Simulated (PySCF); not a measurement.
# ORD: SMILES FB(F)[C@H]1[SiH2]C[C@H]1F, C3H6BF3Si

Molfile (atoms numbered from 1):
```
C3H6BF3Si
     RDKit          3D

 14 14  0  0  0  0  0  0  0  0999 V2000
    1.8565   -0.7684    1.4248 F   0  0  0  0  0  0  0  0  0  0  0  0
    1.7859   -0.6795    0.1101 B   0  0  0  0  0  0  0  0  0  0  0  0
    2.7312   -1.3655   -0.5166 F   0  0  0  0  0  0  0  0  0  0  0  0
    0.6274    0.0051   -0.6629 C   0  0  1  0  0  0  0  0  0  0  0  0
   -1.0124   -1.0153   -0.4309 Si  0  0  0  0  0  4  0  0  0  0  0  0
   -1.2670    0.5215    0.6710 C   0  0  0  0  0  0  0  0  0  0  0  0
   -0.0640    1.2055    0.0094 C   0  0  1  0  0  0  0  0  0  0  0  0
    0.7349    1.8751    0.9094 F   0  0  0  0  0  0  0  0  0  0  0  0
    0.9130    0.2038   -1.6938 H   0  0  0  0  0  0  0  0  0  0  0  0
   -1.7830   -1.0384   -1.6742 H   0  0  0  0  0  0  0  0  0  0  0  0
   -0.9341   -2.3231    0.2091 H   0  0  0  0  0  0  0  0  0  0  0  0
   -2.1884    1.0966    0.6327 H   0  0  0  0  0  0  0  0  0  0  0  0
   -1.0361    0.3253    1.7171 H   0  0  0  0  0  0  0  0  0  0  0  0
   -0.3644    1.9569   -0.7273 H   0  0  0  0  0  0  0  0  0  0  0  0
  1  2  1  0
  2  3  1  0
  2  4  1  0
  4  5  1  0
  5  6  1  0
  6  7  1  0
  7  8  1  0
  7  4  1  0
  4  9  1  6
  5 10  1  0
  5 11  1  0
  6 12  1  0
  6 13  1  0
  7 14  1  6
M  END
```

Method: TDDFT B3LYP/def2-SVPD circular dichroism and optical rotation, one conformer, gas phase (PySCF 2.14.0). Geometry: GFN2-xTB.

The molecule is flexible and this is one conformer; a measurement averages over conformers. States above about 8.4 eV (minus the energy of the highest occupied orbital) lie near or above the ionisation threshold and depend on the basis.

Stereocentres: C4 R, C7 R.

Q: What is the specific rotation at 633, 589.3, 546, 436, 405, 365, 355 nm?

A: [α] in deg dm⁻¹ (g/mL)⁻¹:
```
λ (nm)  origin-invariant length gauge  modified velocity gauge  length gauge (centre of mass)  isotropic polarisability (au)
   633                         +117.1                   +111.4                         +118.1                           75.0
 589.3                         +137.8                   +131.1                         +139.0                           75.3
   546                         +164.5                   +156.7                         +165.9                           75.7
   436                         +285.8                   +272.8                         +288.2                           77.1
   405                         +347.1                   +331.5                         +349.8                           77.8
   365                         +463.3                   +443.3                         +466.9                           79.0
   355                         +502.3                   +480.8                         +506.1                           79.3
```

Q: And for the mirror image at 589.3 nm?

A: -137.8 deg dm⁻¹ (g/mL)⁻¹ (origin-invariant length gauge): the same size and the opposite sign.

Q: What is the molar rotation [Φ] = [α]·M/100 of the geometry above at 589.3 nm?

A: With M = 137.97 g/mol, +190.1 deg cm² dmol⁻¹ (origin-invariant length gauge).

The first excitation lies at 6.99 eV (177 nm) with R = -50.5 × 10⁻⁴⁰ esu² cm² (velocity form).
